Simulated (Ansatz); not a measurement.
Geometry optimisation, UHF/def2-SVP in Ansatz 0.2.0.

Input:

```yaml
crystal:
  periodic: [false, false, false]
  atoms:
    - { symbol: Hf, position_ang: [0.0, 0.0, 0.0] }
    - { symbol: F, position_ang: [0.0, 0.0, 2.23] }
    - { symbol: O, position_ang: [1.952, 0.0, -0.6893] }
    - { symbol: H, position_ang: [2.2684, -0.9521, -0.806] }
    - { symbol: O, position_ang: [-0.975, 1.6891, -0.6893] }
    - { symbol: H, position_ang: [-1.9328, 1.4584, -0.9117] }
    - { symbol: Cl, position_ang: [-1.1869, -2.0563, -0.8392] }
    - { symbol: O, position_ang: [0.0, 0.0, 3.76] }
    - { symbol: H, position_ang: [-0.5144, -0.8011, 4.0971] }
magnetization:
  spin_polarized: true
  initial_magnetization: 1
basis:
  gaussian: { orbitals: def2-SVP }
hamiltonian:
  xc: hf
relax:
  f_tol: 0.15
  max_steps: 25
  restrain:
    - { distance: [1, 7], at: 1.23, k: 30.0 }
    - { distance: [0, 1], at: 3.18, k: 30.0 }
```

Command:

```bash
$ ansatz run input.yaml --threads 4 --pin off --max-ram 5120MiB --backend cpu --events-out ev --progress --plain --runs-dir out
```

Task: Where does it end, and by what steps?

Result: The run converged. The restraints hold the end off the free minimum; the threshold counts their pulls, which the force column leaves out. Restrained pairs: F2–O8 (1.53 → 1.32 Å), Hf1–F2 (2.23 → 3.19 Å). After 24 steps the energy has fallen by 0.406 eV (the restraints' own energy left out); Cl7 moved furthest, 1.70 Å. The start is strongly strained (largest force component 17 eV/Å), so its close contacts needn't be bonds.

| step | energy less start (eV) | largest force component (eV/Å) | accepted |
| --- | --- | --- | --- |
| 0 | 0.0000 | 16.531 | yes |
| 1 | 0.6729 | 7.684 | yes |
| 2 | 0.5922 | 2.004 | yes |
| 3 | 1.2199 | 12.974 | yes |
| 4 | 0.3024 | 2.637 | yes |
| 5 | 0.1199 | 2.431 | yes |
| 6 | -0.0317 | 2.525 | yes |
| 7 | -0.0542 | 2.520 | yes |
| 8 | -0.0103 | 2.742 | no |
| 9 | -0.1289 | 2.525 | yes |
| 10 | -0.1737 | 2.533 | yes |
| 11 | -0.2106 | 2.450 | yes |
| 12 | -0.2263 | 2.597 | yes |
| 13 | -0.2845 | 1.510 | no |
| 14 | -0.2446 | 2.492 | yes |
| 15 | -0.2643 | 2.361 | yes |
| 16 | -0.2975 | 1.719 | yes |
| 17 | -0.2955 | 1.852 | yes |
| 18 | -0.2886 | 2.133 | yes |
| 19 | -0.2962 | 2.252 | yes |
| 20 | -0.3521 | 1.522 | yes |
| 21 | -0.4022 | 1.405 | yes |
| 22 | -0.4172 | 1.560 | yes |
| 23 | -0.3970 | 1.741 | no |
| 24 | -0.4061 | 1.777 | yes |

```xyz
9
Properties=species:S:1:pos:R:3
Hf -0.122 -0.204 -0.395
F 0.171 0.302 2.735
O 1.761 -0.295 -0.801
H 2.678 -0.255 -1.000
O -1.132 1.363 -0.885
H -1.551 2.169 -1.121
Cl -1.197 -2.011 0.861
O -0.297 -0.525 3.647
H -0.700 -1.205 3.110
```

Time of the run: 54 s on 4 threads of Arm Neoverse V1, on a shared host, peak memory 0.34 GiB.
